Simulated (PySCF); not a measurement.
## Sc⁺ (scandium, charge +1) across methods

[Ar] 4s1 5s1, high-spin 3S determinant (an excited configuration). Calculation: PySCF 2.14, in aug-cc-pwCVTZ (10s9p7d4f3g, 127 functions); the non-relativistic Hamiltonian (point nucleus).

```csv
method,E (hartree),mean ε 3p β (eV),mean ε 4s α (eV),mean ε 5s α (eV),Σ⟨r²⟩ (bohr²),⟨S²⟩
PBE0,-759.824,-52.567,-14.897,-5.415,73.83,2.000
PBE,-759.777,-49.928,-14.118,-5.124,72.96,2.000
PW91,-760.014,-50.005,-14.196,-5.135,72.88,2.000
LDA,-758.054,-49.958,-14.366,-5.106,72.28,2.000
UHF,-759.19978,-59.219,-16.847,-5.967,78.59,2.000
revPBE,-759.904,-49.939,-14.044,-5.133,73.24,2.000
```

Problem. Estimate the same row for r2SCAN.

Solution. E (hartree) = -759.958; mean ε 3p β (eV) = -51.012; mean ε 4s α (eV) = -14.372; mean ε 5s α (eV) = -5.001; Σ⟨r²⟩ (bohr²) = 75.56; ⟨S²⟩ = 2.000.

The outer electron is Rydberg-like, and this basis confines it to a smaller radius and binds it less than a complete one would.
